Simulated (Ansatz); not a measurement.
A displaced shape of singlet BF₄(-):

```xyz
5

B    -0.0204    0.0083   -0.0449
F     0.8525    0.7906    0.7921
F     0.8563   -0.7921   -0.8034
F    -0.7952    0.8187   -0.7633
F    -0.8248   -0.7985    0.7639
```

It was optimised with PBE0/def2-SVP in Ansatz (development build ahead of 0.2.0) to forces under 0.001 eV/Å, with restricted orbitals. Each step stands on the lowest determinant of that kind that the program's search found.

**Question.** What shape does it relax to, and how does the optimisation go?

**Answer.**

```xyz
5

B     0.0137    0.0054   -0.0111
F     0.8270    0.7964    0.8148
F     0.8207   -0.7976   -0.8316
F    -0.7878    0.8345   -0.8109
F    -0.8052   -0.8118    0.7832
```

Bond lengths: B1–F2 1.403 Å, B1–F3 1.403 Å, B1–F4 1.403 Å, B1–F5 1.403 Å. Angles: F2–B1–F3 109.5°, F2–B1–F4 109.5°, F2–B1–F5 109.5°, F3–B1–F4 109.5°, F3–B1–F5 109.5°, F4–B1–F5 109.5°.

```csv
step,E − E(start) (eV),largest force (eV/Å)
1,0.0000,2.2516
2,-0.0950,1.1795
3,-0.1333,0.1049
4,-0.1339,0.0216
5,-0.1339,0.0018
6,-0.1339,0.0006
```

The optimisation ended after 6 steps with its threshold met. Caution: no diffuse functions for an anion.
